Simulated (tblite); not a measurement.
Level: GFN2-xTB in tblite, geometry and Hessian alike; calculated harmonic values, unscaled, isolated species. The method is semi-empirical: single wavenumbers can be off by several per cent or more. Modes of hydrogen on silicon and sulfur can be 10 to 20 % off. One conformer each. Open shells enter through the occupations alone, without spin polarisation, and single modes of such species can be off by tens of per cent. Thermal functions are those of the rigid rotor and harmonic oscillator, without mixing of conformers.

Question: Order these by their ideal-gas entropy at 200 K and 1 bar, highest first (J/(mol K)).
A. `N#C[C@@H]1C=[C]C[C@@H]1S` [radical]
B. `FC(F)C(=C)[SiH][SiH3]` [radical]
C. `COc1noc(C=[O+])n1` [radical]
D. `C=N[SiH2]` [radical]

Answer: B (377.2), C (343.6), A (330.1), D (259.9).

| SMILES | atoms | mass (u) | symmetry number | modes under 300 cm⁻¹ | ZPE (kJ/mol) | S translation (J/(mol K)) | S rotation | S vibration | S spin | S | Cp |
| --- | --- | --- | --- | --- | --- | --- | --- | --- | --- | --- | --- |
| C=C([SiH][SiH3])C(F)F | 14 | 137.01 | 1 | 7 | 220.7 | 161.9 | 116.6 | 92.9 | 5.8 | 377.2 | 122.2 |
| COc1noc(C=[O+])n1 | 13 | 128.02 | 1 | 6 | 214.2 | 161.1 | 114.3 | 62.5 | 5.8 | 343.6 | 99.9 |
| N#C[C@@H]1C=[C]C[C@@H]1S | 14 | 124.02 | 1 | 5 | 259.4 | 160.7 | 114.6 | 49.1 | 5.8 | 330.1 | 95.6 |
| C=N[SiH2] | 7 | 58.01 | 1 | 2 | 114.3 | 151.2 | 89.2 | 13.8 | 5.8 | 259.9 | 60.0 |

Entropies and Cp are for 200 K and 1 bar.
